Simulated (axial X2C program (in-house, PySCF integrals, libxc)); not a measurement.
**SeS: properties at the nuclei**

Calculated with an axial X2C code built on PySCF integrals: two-component X2C with atomic mean-field Coulomb and Gaunt terms, Gaussian nuclei, basis Se dyall-cv3z, S dyall-av3z with contracted cores.

R = 2.036 Å (near the PBE0 minimum at charge 0 of the determinant lowest at the starting distance; the state shown can have its own minimum elsewhere).

Input and command:
```json
{"zs": [34, 16], "q": 0, "bas": ["dyall-cv3z", "dyall-av3z"], "r0": 2.01, "levels": ["PBE0", "HF", "r2SCAN", "BP86", "PBE50"], "nst": 3}
```
```bash
python soeom.py task.json out
```

Keys: zs atomic numbers; q charge; bas basis sets; r0 starting distance in Å; levels methods; nst determinants followed.

Determinant lowest in the PBE0 search, Ω = 1 (⟨Sz⟩ = 1.00, ⟨Lz⟩ = 0.00 at PBE0), spin on the atoms Se 0.56, S 0.44:

```tsv
level	Eeff magnitude (GV/cm)	Ws magnitude Se (kHz)	Ws magnitude S (kHz)	A∥/gI Se (MHz)	qzz Se (a.u.)	A∥/gI S (MHz)	qzz S (a.u.)	μ (D)
PBE0	0.026	0.0576	0.00917	-332	2.35	-123	1.17	-0.68
HF	0.433	0.256	0.0218	-149	2.05	-76.4	1.12	-0.75
r2SCAN	0.149	0.119	0.0133	-287	2.47	-81.4	1.16	-0.61
BP86	0.0702	0.00909	0.00602	-348	2.45	-131	1.18	-0.62
PBE50	0.128	0.109	0.0127	-285	2.28	-111	1.16	-0.71
```

Determinant 0.50 eV from it at PBE0 and this distance, Ω = 0 (closed shell), highest spinor 43% S p, 43% Se p, 6% S d:

```tsv
level	qzz Se (a.u.)	qzz S (a.u.)	μ (D)
PBE0	2.38	1.21	-0.76
HF	1.98	1.15	-0.86
r2SCAN	2.52	1.21	-0.70
BP86	2.48	1.22	-0.72
PBE50	2.29	1.20	-0.79
```

Eeff is the effective electric field on the electron electric dipole moment in this Ω state and Ws the scalar–pseudoscalar constant of the nucleus named (defined with the proton number Z and per Ω); A∥ (defined per Ω) follows by multiplying with gI = μI/(I μN); qzz is the electric field gradient, eQq0 = 234.96 MHz × Q/barn × qzz; μ is positive if the S end (last atom) is positive. The operators were transformed with the bare-nucleus X2C matrices; with these basis sets, hyperfine constants and field gradients can be off by tens of per cent, and where levels differ in sign neither size nor sign is settled.

(1) With gI(33S) = 0.4292, Q(33S) = -0.0694 barn (g factors from the IAEA table of nuclear moments by Stone; Q from Pyykkö, Mol. Phys. 2018), turn the PBE0 values of the first state into constants in MHz.

Each state is one determinant with collinear spin, which with several unpaired electrons need not be a pure state. Unrestricted Hartree–Fock can overshoot spin polarisation at the nuclei. In the state Ω = 1 the sign of Eeff differs between levels (BP86 against PBE0). A closed determinant beside an open π² or δ² triplet, such as (π1/2)², mixes with its partner pair into the 0⁺ component of the triplet and ¹Σ⁺, so its energy is not that of a level, and 0⁺ can lie lowest. With several open shells hyperfine constants can be off by a factor of several. Where Eeff spreads by more than a factor of two the levels disagree and none is to be relied on. Open-shell Ω = 0 determinants with evenly filled partner blocks cannot be reached by this program, so the Ω shown need not be the lowest component. States lie within half an eV, so the first need not be the ground state. Further determinants of the search, some of them spin-mixed, are not shown. Where a field gradient or hyperfine factor spreads by more than a factor of two over the levels, a constant derived from it is not to be relied on. PBE0 term energies can be off by some tenths of an eV.

Answers

(1) A∥(33S) = -123 × 0.4292 = -52.8 MHz; eQq0(33S) = 234.96 × (-0.0694) × (1.17) = -19.1 MHz.
